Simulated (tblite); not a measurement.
C6H9P.
Bonds: C1–C2 (triple), C2–P3, P3–C4, P3–C5, C5–C6, C6–C7, C5–C7. Hydrogens: H8 on C1; H9, H10, H11 on C4; H12 on C5; H13, H14 on C6; H15, H16 on C7.

Structure optimised with GFN2-xTB, isolated species.

(1) List the bond lengths, angles and torsions at this level.

## Answers

(1) 
```tsv
bond	length (pm)	order
C1≡C2	120.2	triple
C2–P3	177.0	single
P3–C4	185.7	single
P3–C5	184.3	single
C5–C6, C5–C7	150.2	single
C6–C7	149.3	single
C1–H8	105.1	single
C4–H9, C4–H10, C4–H11	108.9	single
C5–H12	108.7	single
C6–H13, C7–H16	108.0	single
C6–H14, C7–H15	108.1	single
```

Bonds in one row agree within 1 pm and their mean is given. Orders are formal, as drawn. A selection of angles:
```tsv
angle	degrees
C2–C1–H8	177.6
C1–C2–P3	174.5
C2–P3–C4	97.2
C2–P3–C5	96.7
C4–P3–C5	97.6
P3–C4–H9	111.2
P3–C4–H10	108.9
H9–C4–H10	109.6
P3–C5–C6	118.4
P3–C5–H12	115.1
C6–C5–C7	59.6
C6–C5–H12	117.4
C5–C6–C7	60.2
C5–C6–H13	118.2
C5–C6–H14	118.1
C7–C6–H13	118.6
C7–C6–H14	118.1
H13–C6–H14	113.7
```

Torsions: C2–P3–C5–C6 -98° (anticlinal); P3–C5–C6–C7 -107° (anticlinal); P3–C5–C7–C6 108° (anticlinal). The mirror-image conformer, all signs reversed, is as good.

The 3 C–P bonds span 1.770 Å (C2–P3, drawn single) to 1.857 Å (P3–C4, drawn single), a spread of 0.087 Å. P3 (phosphine phosphorus) is pyramidal (angles 97.6°, 97.2° and 96.7°, sum 291.5°, 0.91 Å off the plane of its three neighbours). The 4 C–C bonds span 1.202 Å (C1≡C2, drawn triple) to 1.502 Å (C5–C7, drawn single), a spread of 0.300 Å. The 3-membered ring C5–C6–C7 has internal angles of 59.6° to 60.2°.

Point group: C1 (no symmetry element, even within 0.4 Å). Its GFN2-xTB frequencies are all real (lowest 43 cm⁻¹). One conformer, not necessarily the lowest.

These are computed values.
